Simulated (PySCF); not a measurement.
Species: C5H9F3O2Si.
SMILES with atom numbers: `[CH3:1][C@@H:2]1[CH2:3][O:4][SiH2:5][O:6][C@H:7]1[C:8]([F:9])([F:10])[F:11]`

Geometry (GFN2-xTB, Å), atoms numbered from 1 in this order:
```
atom  x, y, z in Å
C1    -1.597   -1.043    0.842
C2    -0.966   -0.083   -0.163
C3    -0.221   -0.859   -1.257
O4     0.907   -1.539   -0.781
Si5    1.907   -0.925    0.344
O6     1.094    0.276    1.124
C7    -0.027    0.881    0.585
C8     0.421    2.052   -0.302
F9    -0.615    2.632   -0.932
F10    1.294    1.700   -1.252
F11    1.010    3.013    0.419
H12   -0.825   -1.635    1.326
H13   -2.284   -1.715    0.335
H14   -2.144   -0.494    1.605
H15   -1.748    0.512   -0.644
H16    0.078   -0.183   -2.066
H17   -0.892   -1.616   -1.677
H18    3.096   -0.361   -0.278
H19    2.088   -1.950    1.354
H20   -0.581    1.347    1.415
```

Definitions: NICS(0) = −σiso at the ring centroid; NICS(1) = −σiso and NICS(1)zz = −σzz at ±1 Å along the ring normal z. Level: GIAO PBE0/pcSseg-1 (PySCF, non-relativistic, gas phase) on the GFN2-xTB geometry, one conformer.

Ring bond lengths (Å), with Mayer bond orders in brackets: C2–C3 1.534 (1.00), C3–O4 1.400 (0.87), O4–Si5 1.626 (0.98), Si5–O6 1.647 (0.90), O6–C7 1.384 (0.90), C7–C2 1.539 (0.96).

Problem. What do the NICS probes read (ppm)?

Solution. 
```
              ring                                                      type  NICS(0)  NICS(1), two faces  NICS(1)zz, two faces  rms pucker (Å)  centre to ring atoms, mean (Å)
C2–C3–O4–Si5–O6–C7  6-membered ring with 2 O and Si; formal bonds all single     -2.3         -0.7 / -1.7           -3.2 / -1.1            0.18                            1.49
```

Problem. What do they say, and how far can they be read as aromaticity?

Solution. 
- C2–C3–O4–Si5–O6–C7: mean NICS(1)zz -2.2 ppm, near zero. C2, C3, Si5, C7 have four or more neighbours; no verdict on aromaticity is drawn.

Problem. At the first NICS(1) probe listed for ring C2–C3–O4–Si5–O6–C7, 1 Å off the ring, how large is the induced field along the normal in 1 T applied along it?

Solution. NICSzz × B0 = -3.2 ppm × 1 T = -3 μT, against the applied field.

Problem. List the ring angles and the Hirshfeld charges of the ring atoms.

Solution. 
- C2–C3–O4–Si5–O6–C7: C2 111.6° (-0.039 e), C3 113.2° (+0.002 e), O4 123.2° (-0.233 e), Si5 107.4° (+0.448 e), O6 122.3° (-0.229 e), C7 114.2° (+0.025 e); sum 691.9° against 720° for a flat convex ring.

Problem. How shielded are the nuclei of the rings and their hydrogens (means over atoms taken as equivalent)?

Solution. 
| atoms | environment | σ isotropic (ppm) | principal values of the symmetric part, first atom (ppm) |
| --- | --- | --- | --- |
| C2 | sp3 CH carbon | 151.4 | 145.3, 151.5, 157.3 |
| C3 | sp3 carbon bound to oxygen | 120.1 | 99.6, 110.1, 150.8 |
| O4 | silyl ether oxygen | 318.5 | 264.2, 321.2, 370.0 |
| Si5 | oxygen-bound silicon | 381.9 | 341.3, 391.4, 413.1 |
| O6 | silyl ether oxygen | 310.2 | 259.9, 328.0, 342.6 |
| C7 | sp3 carbon bound to oxygen | 108.2 | 96.0, 108.5, 120.2 |
| H15 | methine hydrogen | 29.86 | 24.3, 30.2, 35.1 |
| H16 | methylene hydrogen | 26.86 | 24.3, 26.1, 30.2 |
| H17 | methylene hydrogen | 27.74 | 23.2, 26.7, 33.3 |
| H18 | Si–H hydrogen | 26.57 | 22.8, 24.4, 32.5 |
| H19 | Si–H hydrogen | 26.77 | 23.3, 23.8, 33.2 |
| H20 | methine hydrogen | 27.38 | 25.0, 26.1, 31.1 |

The run took 61 s on Arm Neoverse V1, one thread, shared host with 32 logical CPUs at a one-minute load of 20, and the process peaked at 1.1 GiB of memory. This is the whole shielding run at PBE0/pcSseg-1, SCF included.
